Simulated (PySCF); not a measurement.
Correlation energy of Pb⁺ (lead, charge +1)

[Xe] 4f14 5d10 6s2 6p1, 2P determinant. Calculation: PySCF 2.14, in def2-SVP with the def2 core potential (60 electrons); a scalar-relativistic core potential. Frozen: 5s2 5p6 5d10; 3 electrons correlated.

MP2 pair energies summed by pair of shells (mhartree):

| pair | energy | share (%) |
| --- | --- | --- |
| 6s-6s | -12.70 | 59.0 |
| 6s-6p | -8.81 | 41.0 |

Total MP2 correlation energy: -21.50 mhartree.

Same-spin part -1.75 and opposite-spin part -19.76 mhartree; SCS-MP2 scales them by 1/3 and 6/5 to -24.29 mhartree.

| level | correlation energy (mhartree) |
| --- | --- |
| CCSD | -31.08 |
| (T) | -0.20 |
| CCSD(T) | -31.28 |

Diagnostics: T1 = 0.0068, D1 = 0.0152, largest double amplitude 0.074.

Spin-orbit coupling, absent here, splits the open shell strongly.

Cost of the coupled-cluster step: 0.11 s of wall time on 1 thread of Neoverse-V1 (shared host), for 3 correlated electrons.

Iterations:

```
CC2 = 0
CCSD nocc = (np.int64(2), np.int64(1)), nmo = (17, 17)
frozen orbitals [[0, 1, 2, 3, 4, 5, 6, 7, 8], [0, 1, 2, 3, 4, 5, 6, 7, 8]]
max_cycle = 100
direct = 0
conv_tol = 1e-08
conv_tol_normt = 1e-06
diis_space = 8
diis_start_cycle = 0
Init t2, MP2 energy = -0.0215034471546553
Init E_corr(UCCSD) = -0.0215034471552718
cycle = 1  E_corr(UCCSD) = -0.0279348704499391  dE = -0.00643142329  norm(t1,t2) = 0.0400287
cycle = 2  E_corr(UCCSD) = -0.02996844403172  dE = -0.00203357358  norm(t1,t2) = 0.014552
cycle = 3  E_corr(UCCSD) = -0.0310818177729769  dE = -0.00111337374  norm(t1,t2) = 0.00570637
cycle = 4  E_corr(UCCSD) = -0.0310716089047619  dE = 1.02088682e-05  norm(t1,t2) = 0.000598955
cycle = 5  E_corr(UCCSD) = -0.0310763951582048  dE = -4.78625344e-06  norm(t1,t2) = 6.59973e-05
cycle = 6  E_corr(UCCSD) = -0.0310753682271294  dE = 1.02693108e-06  norm(t1,t2) = 9.47613e-06
cycle = 7  E_corr(UCCSD) = -0.0310758338149114  dE = -4.65587782e-07  norm(t1,t2) = 2.05096e-06
cycle = 8  E_corr(UCCSD) = -0.0310756820130169  dE = 1.51801895e-07  norm(t1,t2) = 5.87933e-07
cycle = 9  E_corr(UCCSD) = -0.0310756966018828  dE = -1.45888659e-08  norm(t1,t2) = 1.36259e-07
cycle = 10  E_corr(UCCSD) = -0.0310757105274341  dE = -1.39255512e-08  norm(t1,t2) = 6.68442e-08
cycle = 11  E_corr(UCCSD) = -0.0310757102930655  dE = 2.34368542e-10  norm(t1,t2) = 2.0395e-08
UCCSD converged
E(UCCSD) = -191.6230034174751  E_corr = -0.03107571029306554
UCCSD(T) correction = -0.00019820530496117
```
